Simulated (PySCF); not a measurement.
# [Tl(SH)2]+ at several levels of theory

Computed with PySCF 2.14.0 (density fitting, no spin-orbit coupling) at the geometry relaxed with TPSS:

```xyz
5
[Tl(SH)2]+ (singlet)
Tl   -0.2449    0.0000    0.0000
S    -0.3005    0.0764    2.4140
H     0.6645    1.0411    2.4512
S    -0.3005   -0.0764   -2.4140
H     0.6645   -1.0411   -2.4512
```

```csv
level,basis,state,HOMO (eV),gap (eV),charge on Tl1 (e),dipole about the centre of mass (D),largest force component (eV/Å)
TPSS,"Tl def2-SVP with ECP60, S def2-SVP, H def2-SVP",singlet,-11.94,2.57,0.63,1.50,0.02
BP86,the same,singlet,-11.92,2.37,0.57,1.49,0.13
BLYP,the same,singlet,-11.60,2.34,0.55,1.40,0.36
PBE,the same,singlet,-11.81,2.38,0.57,1.49,0.12
TPSS,"Tl def2-TZVP with ECP60, S def2-TZVP, H def2-TZVP",singlet,-11.88,2.66,0.86,1.23,0.52
TPSS,"Tl x2c-SVPall, S x2c-SVPall, H x2c-SVPall",singlet,-11.92,2.56,0.72,1.48,0.29
```

Charges are Mulliken's, which hang on the basis. The relaxation used the grid (50, 194), these runs (75, 302) or, all-electron (x2c bases, spin-free X2C Hamiltonian), (99, 590).

**Question.** What does revPBE with Tl def2-SVP with ECP60, S def2-SVP, H def2-SVP give here?

**Answer.** state singlet, HOMO (eV) -11.77, gap (eV) 2.41, charge on Tl1 (e) 0.59, dipole about the centre of mass (D) 1.47, largest force component (eV/Å) 0.15. Time: 3.7 s on 2 threads of Intel(R) Xeon(R) Platinum 8259CL CPU @ 2.50GHz (Skylake/Cascade Lake), with other jobs on the host, from an already converged density.

No frequency check is given that shows the relaxed geometry to be a minimum.
